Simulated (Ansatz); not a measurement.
The same redistribution along the group Mg, Zn, Cd.

Isolated molecules relaxed with PBE0-D4/def2-TZVP in Ansatz; ΔE leaves out vibrations. CCSD(T)/CBS is the MP2 limit (def2-TZVPP, def2-QZVPP) plus CCSD(T) − MP2 in def2-TZVPP, frozen cores. DFT in def2-TZVPP. def2 core potentials past Kr. For Cd, Mg, Zn outer-core shells are correlated without core-valence functions, which leaves a few kJ/mol of doubt a bond. Scalar relativity is left out up to krypton. One conformer a species, not always the lowest.

```tsv
reaction	PBE-D4 (kcal/mol)	CCSD(T)/def2-SVP (kcal/mol)	RPA@PBE/def2-TZVPP (kcal/mol)	CCSD(T)/CBS(def2) (kcal/mol)
`C[CH2][Mg][Cl]` + `F[Si]O[SiH3]` → `[F][Mg][Cl]` + `CC[Si]O[SiH3]`	1.7	-3.9	3.7	1.4
`C[CH2][Zn][Cl]` + `F[Si]O[SiH3]` → `[F][Zn][Cl]` + `CC[Si]O[SiH3]`	31.4	28.1	31.2	29.5
`C[CH2][Cd][Cl]` + `F[Si]O[SiH3]` → `[F][Cd][Cl]` + `CC[Si]O[SiH3]`	37.6	36.9	39.7	38.0
```

Largest T1 diagnostic: 0.016, for `[F][Zn][Cl]`.
